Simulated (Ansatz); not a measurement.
Process, species as SMILES: [BH]F (BH-F) → B atom + F atom + H atom
B3LYP-D3(BJ)/def2-TZVP geometries, fixed; electronic energies without zero-point terms.

Basis-set convergence of the atomisation energy at wB97M-V with Ansatz (an electronic-structure program). Cartesian d functions, on some or all atoms, in 6-31G*, 6-31G**; all else is spherical. The program fits the integrals of some runs and decomposes those of others, by size. Open shells are unrestricted. The functional holds VV10 correlation; no added dispersion term, no relativity. Functions are those of the species that has most. Reference: the value in pcseg-4, 234.66 kcal/mol, itself unsure by roughly 0.11 kcal/mol (its mean distance from aug-pcseg-3, aug-cc-pVQZ, cc-pV5Z). Deviations are taken from unrounded values.

```json
[
 {"basis": "STO-3G", "functions": "11", "atomisation energy (kcal/mol)": "284.64", "minus reference (kcal/mol)": "49.98"},
 {"basis": "3-21G", "functions": "20", "atomisation energy (kcal/mol)": "231.74", "minus reference (kcal/mol)": "-2.91"},
 {"basis": "6-31G", "functions": "20", "atomisation energy (kcal/mol)": "219.24", "minus reference (kcal/mol)": "-15.42"},
 {"basis": "6-31G*", "functions": "32", "atomisation energy (kcal/mol)": "238.06", "minus reference (kcal/mol)": "3.40"},
 {"basis": "6-31G**", "functions": "35", "atomisation energy (kcal/mol)": "238.75", "minus reference (kcal/mol)": "4.09"},
 {"basis": "6-311G**", "functions": "42", "atomisation energy (kcal/mol)": "231.91", "minus reference (kcal/mol)": "-2.75"},
 {"basis": "aug-cc-pVDZ", "functions": "55", "atomisation energy (kcal/mol)": "227.58", "minus reference (kcal/mol)": "-7.08"},
 {"basis": "aug-pcseg-1", "functions": "55", "atomisation energy (kcal/mol)": "231.03", "minus reference (kcal/mol)": "-3.63"},
 {"basis": "jun-cc-pV(T+d)Z", "functions": "92", "atomisation energy (kcal/mol)": "233.96", "minus reference (kcal/mol)": "-0.70"},
 {"basis": "aug-cc-pVTZ", "functions": "115", "atomisation energy (kcal/mol)": "233.99", "minus reference (kcal/mol)": "-0.67"},
 {"basis": "aug-pcseg-2", "functions": "115", "atomisation energy (kcal/mol)": "234.73", "minus reference (kcal/mol)": "0.08"},
 {"basis": "aug-cc-pVQZ", "functions": "206", "atomisation energy (kcal/mol)": "234.47", "minus reference (kcal/mol)": "-0.19"},
 {"basis": "aug-pcseg-3", "functions": "219", "atomisation energy (kcal/mol)": "234.73", "minus reference (kcal/mol)": "0.08"}
]
```

The smallest set listed that lies within 2 kcal/mol of the reference with all its larger relatives (same family, alike in diffuse functions; a set with none counts only in the reference's own line) is jun-cc-pV(T+d)Z (92 functions, -0.70 kcal/mol off).
